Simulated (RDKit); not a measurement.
Input for RDKit: MMFF94 on CH7NO (a complex), monomers drawn apart or pushed together.

```python
from rdkit import Chem
from rdkit.Chem import AllChem, rdDetermineBonds

blocks = [
'''3

O     0.03629895    0.48707082    0.46075964
H    -0.30128015    0.52749047    1.38019827
H    -0.52079858   -0.15249446    0.00807339
''',
'''7

C     0.34069201   -0.41363727    4.10848933
N    -0.59413441    0.57351736    3.55695688
H     1.32436847   -0.25378828    3.66759118
H     0.01385854   -1.41330990    3.82117901
H     0.43754571   -0.38316495    5.19960947
H    -0.31423406    1.51484825    3.80732846
H    -1.52859092    0.43486536    3.92271021
''',
]
mol = None
for b in blocks:
    f = Chem.MolFromXYZBlock(b)
    rdDetermineBonds.DetermineBonds(f, charge=0)
    mol = f if mol is None else Chem.CombineMols(mol, f)
Chem.SanitizeMol(mol)
print(Chem.MolToSmiles(Chem.RemoveHs(mol)))
ff = AllChem.MMFFGetMoleculeForceField(mol, AllChem.MMFFGetMoleculeProperties(mol), nonBondedThresh=100.0, ignoreInterfragInteractions=False)
e = ff.CalcEnergy()
print(f'MMFF94 energy {e:.6f} kcal/mol')
```

It printed:

```
CN.O
MMFF94 energy -6.232294 kcal/mol
```

The run finished.

Cost: roughly 0.05 core-seconds.
